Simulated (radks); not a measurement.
The numbers below are computed, except where a source is named.
The bismuth anion Bi3-, [Rn], held by a Watson sphere: a shell of charge +3 at radius R that stands for the Madelung well of a crystal (potential energy -3/R inside, -3/r outside, in hartree with lengths in bohr). Code: a radial shooting solver on a logarithmic mesh with Libxc functionals. Model: scalar-relativistic Kohn-Sham, r2SCAN, spin-polarised, spherical densities, finite nucleus; meta-GGA in the generalised Kohn-Sham scheme; Fermi nuclear charge, rms radius of each element as measured or else 0.836 A^(1/3) + 0.57 fm.

R (bohr)  e(5d) (eV)  e(6s) (eV)  e(6p) (eV)  <r> 6p (bohr)  sum of <r^2> (bohr^2)  X-ray form factor at sin(theta)/lambda = 0.1 1/angstrom
2.93         -27.178     -16.081      -6.619          2.985                  105.5                                                   79.731
3.05         -26.894     -15.728      -6.431          3.034                  107.6                                                   79.654
3.59         -25.969     -14.402      -5.598          3.251                  117.8                                                   79.335
4.18         -25.348     -13.364      -4.779          3.483                  129.4                                                   79.040
4.19         -25.339     -13.350      -4.767          3.487                  129.6                                                   79.035
4.39         -25.183     -13.077      -4.519          3.564                  133.7                                                   78.949
4.9          -24.861     -12.517      -3.954          3.754                  144.4                                                   78.758
6.15         -24.360     -11.689      -2.920          4.193                  173.0                                                   78.454
6.5          -24.263     -11.542      -2.702          4.310                  181.8                                                   78.405
